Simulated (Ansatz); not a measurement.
Consider the atomization: `[OH][SnH]1[NH]C[O]1` → C• + 5 H• + N• + 2 O• + Sn•.

Isolated molecules relaxed with PBE0-D4/def2-TZVP in Ansatz; ΔE leaves out vibrations. CCSD(T)/CBS is the MP2 limit (def2-TZVPP, def2-QZVPP) plus CCSD(T) − MP2 in def2-TZVPP, frozen cores. This one scheme is used for every species, atoms too. For atomizations the MP2-based limit and the directly extrapolated one differ by several kJ/mol either way, and by 10 to 25 for some Ge, Se and Sn compounds, so smaller differences from it don't rank the levels. DFT in def2-TZVPP. B3LYP here is the variant with VWN-RPA as its local correlation; programs differ in this. HSE06 is defined as in plane-wave codes. Open shells (•) are unrestricted, without spin–orbit coupling. Spin–orbit coupling would lower the free atoms: a little for C, O; strongly for Sn. def2 core potentials past Kr. Bonds to Sn are less sure, by a few kJ/mol each and by 10 to 20 or more in all where they break to atoms, as the def2 sets lack core-valence functions. One conformer a species, not always the lowest.

| level | ΔE (eV) | difference from CCSD(T)/CBS |
| --- | --- | --- |
| LDA (SPW92) | 42.38 | 6.26 |
| PBE-D4 | 36.85 | 0.73 |
| revPBE-D4 | 35.62 | -0.50 |
| BLYP-D4 | 35.93 | -0.19 |
| r2SCAN-D4 | 35.73 | -0.39 |
| B97M-V | 35.93 | -0.19 |
| PBE0-D4 | 35.57 | -0.55 |
| B3LYP-D4 | 35.58 | -0.54 |
| r2SCANh-D4 | 35.28 | -0.84 |
| r2SCAN0-D4 | 34.65 | -1.47 |
| HSE06-D4 | 35.60 | -0.52 |
| BHLYP-D4 | 33.84 | -2.28 |
| CAM-B3LYP-D4 | 35.87 | -0.25 |
| ωB97X-V | 36.02 | -0.10 |
| ωB97M-V | 35.83 | -0.29 |
| B2PLYP | 35.27 | -0.85 |
| PBE | 36.63 | 0.51 |
| BLYP | 35.46 | -0.66 |
| r2SCAN | 35.67 | -0.45 |
| PBE0 | 35.39 | -0.73 |
| B3LYP | 35.23 | -0.89 |
| r2SCANh | 35.23 | -0.89 |
| r2SCAN0 | 34.59 | -1.53 |
| HSE06 | 35.43 | -0.69 |
| BHLYP | 33.57 | -2.55 |
| CAM-B3LYP | 35.69 | -0.43 |
| LC-ωPBE | 35.69 | -0.43 |
| MP2/def2-SVP | 33.49 | -2.63 |
| CCSD(T)/def2-SVP | 32.70 | -3.42 |
| HF/def2-TZVPP | 22.64 | -13.48 |
| MP2/def2-TZVPP | 35.55 | -0.57 |
| SCS-MP2/def2-TZVPP | 35.30 | -0.82 |
| CCSD/def2-TZVPP | 33.91 | -2.21 |
| CCSD(T)/def2-TZVPP | 34.74 | -1.38 |
| HF/def2-QZVPP | 22.76 | -13.36 |
| MP2/def2-QZVPP | 36.39 | 0.27 |
| SCS-MP2/def2-QZVPP | 36.24 | 0.12 |
| HF/CBS(def2) | 22.78 | -13.34 |
| MP2/CBS(def2) | 36.94 | 0.82 |
| CCSD/CBS(def2) | 35.30 | -0.82 |
| CCSD(T)/CBS | 36.12 | 0 |

Largest T1 diagnostic among the species: 0.015.

The D4 term adds +0.35 eV with B3LYP and +0.18 eV with PBE0; it sums over pairs of atoms, weighted by their polarisabilities, and B3LYP, whose exchange is more repulsive, gets the larger term. From PBE to PBE0 (25 % exact exchange), in def2-TZVPP and without D4, ΔE moves by −1.24 eV: exact exchange takes away binding that semilocal exchange gives to molecules. Leaving LDA and LC-ωPBE aside and taking each functional with its dispersion term where it has one, the values spread over 3.00 eV, from BHLYP-D4 to PBE-D4. LDA lies +5.75 eV from PBE without D4, its usual overbinding.
